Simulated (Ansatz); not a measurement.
Ansatz (a program for electronic structure) input (PBE0/6-31G* with LANL2DZ past Ar): The .json file joins the Basis Set Exchange's 6-31G* for atoms up to Ar and LANL2DZ past it.

Ansatz 0.2 input:
```yaml
crystal:
  periodic: [false, false, false]
  atoms:
    - {symbol: Cd, position_ang: [-0.25348114, -0.15121435, -0.20638745]}
    - {symbol: C, position_ang: [1.29567546, 0.77293611, 1.05495482]}
    - {symbol: H, position_ang: [1.75467220, -0.08341125, 1.53686241]}
    - {symbol: H, position_ang: [0.71897939, 1.41798297, 1.70885077]}
    - {symbol: H, position_ang: [1.91939039, 1.28610057, 0.33115536]}
basis:
  gaussian:
    orbitals: 6-31Gs+LANL2DZ.json
hamiltonian:
  xc: {name: PBE0}
total_charge: 1
output: {forces: true}
```

Output:

```
WARN ansatz: RAYON_NUM_THREADS=1 ignored (pool sized by the plan → 1); use --threads N
Functional definition: PBE0
integrals: 0.01 GiB planned
501 factors; integrals over basis functions are off by at most 5.4e-4 eV
mean field: 0.10 GiB planned
mean field evaluation 1: about -2364.8185 eV, gradient 7.7e1 eV
mean field evaluation 2: about -2327.7601 eV, gradient 1.1e2 eV
mean field evaluation 4: about -2381.2268 eV, gradient 1.1e1 eV
mean field evaluation 8: about -2381.6678 eV, gradient 5.5e-1 eV
mean field evaluation 16: about -2381.6686 eV, gradient 1.3e-5 eV
mean field -2381.66862003 eV, -87.5247074331 hartree, gradient 1.4e-5 eV, S^2 0.000000; 0 other end points of the search recorded, 0 dependent functions left out
the calculation of the forces begins
reference -2381.66864384 eV, -87.5247083081 hartree; 10, 10 occupied and 29, 29 virtual orbitals, 501 factors
Total energy: -2381.66864384 eV, -87.5247083081 hartree
Atom 0 at    -0.253481    -0.151214    -0.206387 Å, force    -0.013401    -0.007987    -0.010912 eV/Å
Atom 1 at     1.295675     0.772936     1.054955 Å, force    -0.304958    -0.181928    -0.248300 eV/Å
Atom 2 at     1.754672    -0.083411     1.536862 Å, force     0.142705    -0.057259     0.129822 eV/Å
Atom 3 at     0.718979     1.417983     1.708851 Å, force     0.012200     0.131896     0.151491 eV/Å
Atom 4 at     1.919390     1.286101     0.331155 Å, force     0.163455     0.115278    -0.022102 eV/Å
Dipole moment:    -0.140721    -0.083947    -0.114577 e Å
```

The dipole moment of an ion depends on the origin.
